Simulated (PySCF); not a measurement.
A structure optimised at r2SCAN-D4/def2-SVP, used in a PySCF frequency run:

```
C
H 1 1.1012
H 1 1.1048 2 108.77
C 1 1.5056 2 113.25 3 120.38
O 4 1.2240 1 120.78 2 -178.48
C 4 1.5060 5 121.47 1 177.83
H 6 1.0974 4 110.35 5 -0.83
H 6 1.1025 7 110.16 4 -121.70
H 6 1.1030 7 110.06 8 -117.14
Si 1 1.9068 2 113.38 3 -115.66
O 10 1.6567 1 106.31 2 178.96
H 11 0.9774 10 109.99 1 28.51
H 10 1.4887 11 109.82 12 147.67
H 10 1.4971 13 109.02 11 -124.70
```
Charge 0, spin multiplicity 1.

Question: Write its SMILES and formula.

Answer: CC(=O)C[SiH2]O, C₃H₈O₂Si

Question: What are its rotational constants (standard atomic weights)?

Answer: 5.2646, 1.8609, 1.5297 GHz
